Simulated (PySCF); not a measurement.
C4H9NO, SMILES O(C)/C=C/CN. Coordinates come from a PBE-D3(BJ)/def2-SVP optimisation. One conformer was computed; it need not be the lowest.

Computed with PBE-D3(BJ)/def2-SVP in PySCF.

Harmonic wavenumbers (cm⁻¹): 93, 114, 203, 253, 287, 322, 370, 453, 614, 782, 830, 868, 921, 972, 1047, 1072, 1127, 1131, 1173, 1230, 1243, 1302, 1322, 1334, 1402, 1406, 1411, 1429, 1591, 1672, 2924, 2952, 2995, 3001, 3083, 3097, 3100, 3385, 3463. Rotational constants (GHz): 10.27, 1.512, 1.429; symmetry number 1.

Question: Work out the zero-point energy and the ideal-gas rigid-rotor harmonic-oscillator thermochemistry at 298.15 K and 1 atm.

Answer: ZPE = ½ Σ hcν = ½ × 55977 cm⁻¹ = 80.02 kcal/mol. H − E(el) = 85.28 kcal/mol. Entropy in cal/(mol K): translation 39.31, rotation 27.07, vibration 17.01, total 83.39. G − E(el) = 60.41 kcal/mol. Cp = 28.01 cal/(mol K). Modes under 150 cm⁻¹ make the vibrational entropy uncertain.
